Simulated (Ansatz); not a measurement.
Geometry optimisation, UKS PBE0/def2-SVP in Ansatz.

The input (input.yaml):

```yaml
crystal:
  periodic: [false, false, false]
  atoms:
    - { symbol: "N", position_ang: [-1.3629, 0.1325, -1.8544] }
    - { symbol: C, position_ang: [-0.831, -0.0028, -0.8786] }
    - { symbol: Si, position_ang: [0.0416, -0.2981, 0.7168] }
    - { symbol: Cl, position_ang: [2.1058, -0.8, 0.3826] }
    - { symbol: H, position_ang: [-0.66194, 0.95754, -0.3915] }
magnetization:
  spin_polarized: true
  initial_magnetization: 1
basis:
  gaussian: { orbitals: def2-SVP }
hamiltonian:
  xc: pbe0
relax:
  f_tol: 0.02
  max_steps: 50
output:
  orbitals: {}
```

Launched with:

```bash
$ ansatz run input.yaml --threads 2 --pin off --max-ram 3072MiB --backend cpu --events-out ev --progress --plain --runs-dir out
```

Q: Where does it end, and by what steps?

A: The run converged. After 17 steps the energy has fallen by 1.875 eV; N1 moved furthest, 1.01 Å. The start is strongly strained (largest force component 10 eV/Å). Joined: N1–Si3 (2.96 → 1.99 Å).

| step | energy less start (eV) | largest force component (eV/Å) | accepted |
| --- | --- | --- | --- |
| 0 | 0.0000 | 9.948 | yes |
| 1 | -0.9235 | 1.022 | yes |
| 2 | -1.0440 | 0.875 | yes |
| 3 | -1.1027 | 1.089 | yes |
| 4 | -1.1799 | 1.396 | yes |
| 5 | -1.1204 | 3.668 | no |
| 6 | -1.2819 | 1.217 | yes |
| 7 | -1.3739 | 0.863 | yes |
| 8 | -1.4746 | 1.698 | yes |
| 9 | -1.5220 | 2.377 | yes |
| 10 | -1.6692 | 0.611 | yes |
| 11 | -1.7430 | 0.898 | yes |
| 12 | -1.8333 | 1.036 | yes |
| 13 | -1.8639 | 0.469 | yes |
| 14 | -1.8730 | 0.246 | yes |
| 15 | -1.8747 | 0.162 | yes |
| 16 | -1.8751 | 0.111 | yes |
| 17 | -1.8753 | 0.014 | yes |

```xyz
5
Properties=species:S:1:pos:R:3
N -0.813 -0.463 -1.245
C -0.730 0.617 -0.699
Si -0.199 -0.925 0.590
Cl 1.880 -0.938 0.190
H -0.846 1.697 -0.861
```

Time of the run: 27 s on 2 threads of AMD EPYC 9R14 (Zen 4), on a shared host, peak memory 0.2 GiB.
